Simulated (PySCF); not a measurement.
C₂H₁₁NSi₂, singlet, at a GFN2-xTB geometry; DF-CAMB3LYP/6-31G (PySCF).

Input for PySCF:
```python
from pyscf import gto, scf, dft

mol = gto.M(
    atom='''
Si   -2.33920697    0.40696831   -0.19435199
C    -1.07782044    0.06309123    1.18326422
C     0.35919076    0.48010764    0.86460279
Si    1.22920263   -0.56398299   -0.47654695
N     2.92643326   -0.27738911   -0.62092688
H    -3.68236232    0.13472088    0.32767948
H    -2.09047974   -0.44592645   -1.35701599
H    -2.26047480    1.81661749   -0.58990887
H    -1.40668039    0.58861709    2.08565423
H    -1.09263539   -1.00062512    1.43205087
H     0.36594253    1.53508750    0.57680823
H     0.95026771    0.41917847    1.78551879
H     0.69353611   -0.25493790   -1.80234174
H     1.12277895   -1.98222236   -0.12292729
H     3.52784249   -0.51538932    0.15108739
H     3.23907114    0.58561560   -1.03473370
''',
    basis='6-31g',
    verbose=4,
    max_memory=1800,
)

mf = dft.RKS(mol)
mf.xc = 'camb3lyp'
mf = mf.density_fit(auxbasis='def2-universal-jkfit')
mf.kernel()
```

It wrote (shortened):

```
PySCF version 2.14.0

[INPUT] verbose = 4
[INPUT] num. atoms = 16
[INPUT] num. electrons = 58
[INPUT] charge = 0
[INPUT] spin (= nelec alpha-beta = 2S) = 0
[INPUT] symmetry False subgroup None
[INPUT] Mole.unit = angstrom
[INPUT] Symbol           X                Y                Z      unit          X                Y                Z       unit  Magmom
[INPUT]  1 Si    -2.339206970000   0.406968310000  -0.194351990000 AA   -4.420460521974   0.769058647277  -0.367272032864 Bohr   0.0
[INPUT]  2 C     -1.077820440000   0.063091230000   1.183264220000 AA   -2.036785443058   0.119225145562   2.236045308797 Bohr   0.0
[INPUT]  3 C      0.359190760000   0.480107640000   0.864602790000 AA    0.678772162874   0.907271949911   1.633862479635 Bohr   0.0
[INPUT]  4 Si     1.229202630000  -0.563982990000  -0.476546950000 AA    2.322856322295  -1.065773390013  -0.900543220997 Bohr   0.0
[INPUT]  5 N      2.926433260000  -0.277389110000  -0.620926880000 AA    5.530157383218  -0.524189447837  -1.173381746581 Bohr   0.0
[INPUT]  6 H     -3.682362320000   0.134720880000   0.327679480000 AA   -6.958656276218   0.254585566460   0.619224473840 Bohr   0.0
[INPUT]  7 H     -2.090479740000  -0.445926450000  -1.357015990000 AA   -3.950434177552  -0.842678862200  -2.564388567756 Bohr   0.0
[INPUT]  8 H     -2.260474800000   1.816617490000  -0.589908870000 AA   -4.271678283481   3.432909529195  -1.114766202752 Bohr   0.0
[INPUT]  9 H     -1.406680390000   0.588617090000   2.085654230000 AA   -2.658240681896   1.112325092338   3.941315285241 Bohr   0.0
[INPUT] 10 H     -1.092635390000  -1.000625120000   1.432050870000 AA   -2.064781641107  -1.890907430160   2.706183940745 Bohr   0.0
[INPUT] 11 H      0.365942530000   1.535087500000   0.576808230000 AA    0.691531159030   2.900894952243   1.090009581095 Bohr   0.0
[INPUT] 12 H      0.950267710000   0.419178470000   1.785518790000 AA    1.795745716918   0.792132505614   3.374141503365 Bohr   0.0
[INPUT] 13 H      0.693536110000  -0.254937900000  -1.802341740000 AA    1.310593305396  -0.481762809772  -3.405932271472 Bohr   0.0
[INPUT] 14 H      1.122778950000  -1.982222360000  -0.122927290000 AA    2.121744713927  -3.745857378389  -0.232298911335 Bohr   0.0
[INPUT] 15 H      3.527842490000  -0.515389320000   0.151087390000 AA    6.666656116704  -0.973944662326   0.285513787975 Bohr   0.0
[INPUT] 16 H      3.239071140000   0.585615600000  -1.034733700000 AA    6.120957352583   1.106653098273  -1.955363304858 Bohr   0.0

nuclear repulsion = 289.367671133534
number of shells = 51
number of NR pGTOs = 202
number of NR cGTOs = 75
basis = 6-31g
ecp = {}

******** <class 'pyscf.df.df_jk.DFRKS'> ********
method = DFRKS
initial guess = minao
damping factor = 0
level_shift factor = 0
DIIS = <class 'pyscf.scf.diis.CDIIS'>
diis_start_cycle = 1
diis_space = 8
diis_damp = 0
SCF conv_tol = 1e-09
SCF conv_tol_grad = None
SCF max_cycles = 50
direct_scf = False
XC library pyscf.dft.libxc version 7.1.2
    S. Lehtola, C. Steigemann, M. J. T. Oliveira, and M. A. L. Marques,  SoftwareX 7, 1–5 (2018)
XC functionals = camb3lyp
    T. Yanai, D. P. Tew, and N. C. Handy,  Chem. Phys. Lett. 393, 51 (2004)
radial grids:
    Treutler-Ahlrichs [JCP 102, 346 (1995); DOI:10.1063/1.469408] (M4) radial grids

becke partition: Becke, JCP 88, 2547 (1988); DOI:10.1063/1.454033
pruning grids: <function nwchem_prune>
grids dens level: 3
symmetrized grids: False
atomic radii adjust function: <function treutler_atomic_radii_adjust>
small_rho_cutoff = 0
Set gradient conv threshold to 3.16228e-05
Initial guess from minao.
tot grids = 188392
******** <class 'pyscf.df.df.DF'> ********
auxbasis = def2-universal-jkfit
Create RSH-DF object <pyscf.df.df.DF object> for omega=0.33
******** <class 'pyscf.df.df.DF'> ********
auxbasis = auxmol.basis = def2-universal-jkfit
init E= -716.573251656314
  HOMO = -0.294380440493885  LUMO = 0.0131987822895512  gap/eV = 8.36966
cycle= 1 E= -716.305575830955  delta_E= 0.268  |g|= 0.445  |ddm|=  3.3
  HOMO = -0.218512702373145  LUMO = 0.080016583503685  gap/eV = 8.12340
cycle= 2 E= -716.309411979269  delta_E= -0.00384  |g|= 0.45  |ddm|= 0.81
  HOMO = -0.300141420843989  LUMO = 0.0703242241866204  gap/eV = 10.08088
cycle= 3 E= -716.355328802226  delta_E= -0.0459  |g|= 0.0339  |ddm|= 0.389
  HOMO = -0.293369994522763  LUMO = 0.0723129443789077  gap/eV = 9.95074
cycle= 4 E= -716.355537002973  delta_E= -0.000208  |g|= 0.0207  |ddm|= 0.0547
  HOMO = -0.29430387313992  LUMO = 0.0727122711008119  gap/eV = 9.98702
cycle= 5 E= -716.355646022426  delta_E= -0.000109  |g|= 0.00228  |ddm|= 0.0217
  HOMO = -0.294656144138215  LUMO = 0.0724550146797049  gap/eV = 9.98960
cycle= 6 E= -716.35564781452  delta_E= -1.79e-06  |g|= 0.000417  |ddm|= 0.0044
  HOMO = -0.294655793173554  LUMO = 0.0725067895835856  gap/eV = 9.99100
cycle= 7 E= -716.355647884263  delta_E= -6.97e-08  |g|= 0.000123  |ddm|= 0.001
  HOMO = -0.294647596960433  LUMO = 0.0725018807696198  gap/eV = 9.99065
cycle= 8 E= -716.355647889329  delta_E= -5.07e-09  |g|= 4.32e-05  |ddm|= 0.000226
  HOMO = -0.294649118946224  LUMO = 0.0725003320107338  gap/eV = 9.99065
cycle= 9 E= -716.355647890194  delta_E= -8.65e-10  |g|= 7.83e-06  |ddm|= 0.000116
  HOMO = -0.294648311943841  LUMO = 0.0725012541027084  gap/eV = 9.99065
Extra cycle  E= -716.355647890241  delta_E= -4.73e-11  |g|= 4.28e-06  |ddm|= 3.45e-05
converged SCF energy = -716.355647890241
```
